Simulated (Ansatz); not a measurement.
Reactions of C2H8FN2Nb (`C[N]=[Nb]([CH3])([NH2])[F]`).

Computed with Ansatz on PBE0-D4/def2-TZVP structures; ΔE is electronic, products minus reactants. CCSD(T)/CBS adds triple-zeta CCSD(T) − MP2 to the extrapolated MP2 energy (def2 sets, frozen cores). This one scheme is used for every species. Functionals use def2-TZVPP. Triplets are unrestricted, without spin–orbit coupling. Elements past krypton have def2 core potentials. For Nb, Sn outer-core shells are correlated without core-valence functions, which leaves a few kJ/mol of doubt a bond. One conformer a species, not always the lowest.

```
                                                                                                         reaction  RPA@PBE/def2-TZVPP (kJ/mol)  CCSD(T)/CBS(def2) (kJ/mol)
                                  `C[N]=[Nb]([CH3])([NH2])[F]` → `[CH2]` (triplet) + `[CH3][Nb](=[NH])([NH2])[F]`                          408                         424
`C[N]=[Nb]([CH3])([NH2])[F]` + `[OH][Sn]([OH])([F])[F]` → `C[O][Sn]([OH])([F])[F]` + `[CH3][Nb](=[NH])([NH2])[F]`                           44                          50
                                         `C[N]=[Nb]([CH3])([NH2])[F]` + HCl → `C[N]=[Nb]([CH3])([NH2])[Cl]` + H–F                           -1                         -11
       `C[N]=[Nb]([CH3])([NH2])[F]` + `F[C]1(S)[NH][AlH]1` → `CS[C]1(F)[NH][AlH]1` + `[CH3][Nb](=[NH])([NH2])[F]`                           -5                         -10
```

Largest T1 diagnostic: 0.020, for `[CH3][Nb](=[NH])([NH2])[F]`.
